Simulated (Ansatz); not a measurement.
Start from `[NH2][Al]([F])[Cl]` and change one atom or group to get `[NH2][Al]([F])[O][SiH3]`.

Ansatz, PBE0-D4/def2-TZVP geometries, multiplicity 1. Each molecule was computed in one conformer, which needn't be the lowest.

```
                                          property  `[NH2][Al]([F])[Cl]`
               HOMO energy (B3LYP/def2-TZVPP) / eV                 -7.77
size of the dipole moment (ωB97M-V/def2-TZVPP) / D                  2.42
                 LUMO energy (PBE/def2-TZVPP) / eV                 -1.47
              HOMO–LUMO gap (PBE0/def2-TZVPP) / eV                  7.41
           HOMO–LUMO gap (ωB97M-V/def2-TZVPP) / eV                 11.41
               HOMO–LUMO gap (PBE/def2-TZVPP) / eV                  5.11
```

Problem. What does the change do to each property? (Estimate.)

Solution. The calculation gave: 
| property | `[NH2][Al]([F])[O][SiH3]` | shift |
| --- | --- | --- |
| HOMO energy (B3LYP/def2-TZVPP) / eV | -7.53 | 0.24 |
| size of the dipole moment (ωB97M-V/def2-TZVPP) / D | 2.04 | -0.38 |
| LUMO energy (PBE/def2-TZVPP) / eV | -1.45 | 0.02 |
| HOMO–LUMO gap (PBE0/def2-TZVPP) / eV | 7.19 | -0.22 |
| HOMO–LUMO gap (ωB97M-V/def2-TZVPP) / eV | 11.15 | -0.26 |
| HOMO–LUMO gap (PBE/def2-TZVPP) / eV | 4.90 | -0.21 |

Dipoles are sizes alone; their direction can turn.

B3LYP here is the variant with VWN-RPA as its local correlation; programs differ in this.
